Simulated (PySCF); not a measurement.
## CaI⁺ from Hartree–Fock to correlated methods

State: ¹Σ⁺ (singlet), closed shell. Set-up: Ca x2c-SVPall, I x2c-SVPall; spin-free X2C with a Gaussian nucleus (PySCF 2.14). De refers to Ca⁺ + I in their high-spin ground configurations, without counterpoise correction. A positive dipole points towards I; it is taken about the centre of mass and depends on that origin.

```
      Level  Re (Å)  ωe (cm⁻¹)  De (eV)   μ (D)  CPU s a point (SCF and correlation, without the integrals)
        RHF   2.759        286     2.09  -16.20                                                        0.12
    RHF-MP2   2.747        285     2.80     n/a                                                        0.19
RHF-SCS-MP2   2.752        283     2.73     n/a                                                         n/a
   RHF-CCSD   2.754        282     2.68     n/a                                                         n/a
RHF-CCSD(T)   2.754        281     2.74     n/a                                                         1.6
        PBE   2.686        295     3.55  -13.33                                                        0.95
     r²SCAN   2.691        300     3.54  -14.19                                                         1.3
       PBE0   2.684        300     3.36  -14.11                                                         1.8
      B97-3   2.694        298     3.35  -14.31                                                        0.88
     M06-2X   2.702        298     3.13  -14.94                                                         1.4
      ωB97X   2.691        302     3.48  -14.75                                                           2
     B2PLYP   2.714        292     3.05  -14.86                                                           1
```

The bond length runs from 2.684 Å (PBE0) to 2.759 Å (RHF). De spans 2.09 eV (RHF, mean field) to 3.55 eV (PBE, GGA). Correlation at CCSD(T) changes the Hartree–Fock bond energy by +0.65 eV; the triples alone change it by +0.06 eV.

Correlated steps freeze 23 core orbitals. Correlated levels converge slowly with the basis: in double zeta they bind strong bonds too weakly, by up to about 1 eV, and carry superposition errors of some tenths. Spin–orbit coupling is left out, which matters for elements this heavy, above all for dissociation energies. For an ion De counts to the pair picked by the measured ionisation energies or electron affinities, which need not be the lowest pair at this level. Where the molecule has an RHF reference, its open-shell atoms are computed with UHF. B2PLYP dipoles, levels and charges come from its SCF part alone.

The whole job (state search and all levels along the bond) took about 3 min on 1 thread of Arm Neoverse V1 (shared host), peak memory 0.76 GiB.
